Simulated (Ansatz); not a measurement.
Reaction (atomization): `FC1(CCl)O[SiH2]1` → 2 C• + Cl• + F• + 4 H• + O• + Si•

Calculated with Ansatz (gas phase, PBE0-D4/def2-TZVP geometries, no zero-point term in ΔE). CBS: MP2 limit from def2 TZ/QZ plus the TZ coupled-cluster correction, frozen cores. This one scheme is used for every species, atoms too. Open shells (•) are unrestricted, without spin–orbit coupling. Spin–orbit coupling would lower the free atoms: a little for C, Cl, F, O, Si. One conformer a species, not always the lowest.

```csv
species,SCS-MP2/def2-QZVPP energy (Eh)
`FC1(CCl)O[SiH2]1`,-1002.13572
C•,-37.76798
Cl•,-459.66734
F•,-99.63553
H•,-0.49998
O•,-74.97413
Si•,-288.92213
```

Work out ΔE.

ΔE = 4 × (-0.49998) + 2 × (-37.76798) + (-459.66734) + (-99.63553) + (-74.97413) + (-288.92213) − (-1002.13572) = 1.40071 Eh = +3677.6 kJ/mol. CCSD(T)/CBS gives +3659.2 kJ/mol.

Largest T1 diagnostic among the species: 0.013.

From PBE to PBE0 (25 % exact exchange), in def2-TZVPP and without D4, ΔE moves by −100.9 kJ/mol: exact exchange takes away binding that semilocal exchange gives to molecules. In def2-TZVPP, CCSD(T) changes the Hartree–Fock value by +1023.4 kJ/mol (the triples alone add +76.0 kJ/mol) and MP2 by +1136.2 kJ/mol; breaking electron pairs costs correlation energy, which Hartree–Fock lacks.

For atomizations the MP2-based limit and the directly extrapolated one differ by several kJ/mol either way, and by 10 to 25 for some Ge, Se and Sn compounds, so smaller differences from it don't rank the levels.
